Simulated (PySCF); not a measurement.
C₄H₄F₂, SMILES F[C@@H]1CC=C1F. The structure is a stationary point at PBE0-D3(BJ)/def2-SVP. The structure was generated by enumeration; whether it is a known compound was not checked.

Question: Give the equilibrium geometry at PBE0-D3(BJ)/def2-SVP (PySCF confirms it by a frequency run) as a Z-matrix. (An estimate is asked for; the answer gives what the named calculation found.)

Answer: 
```
C
F 1 1.3642
H 1 1.1040 2 108.33
C 1 1.4964 3 114.84 2 -133.22
F 4 1.3142 1 129.68 3 66.04
C 4 1.3365 5 134.24 1 174.66
H 6 1.0903 4 134.59 5 -2.75
C 6 1.5168 7 133.14 4 176.47
H 8 1.1006 6 115.24 7 74.66
H 8 1.1020 9 109.63 1 -129.20
```
Charge 0, spin multiplicity 1.
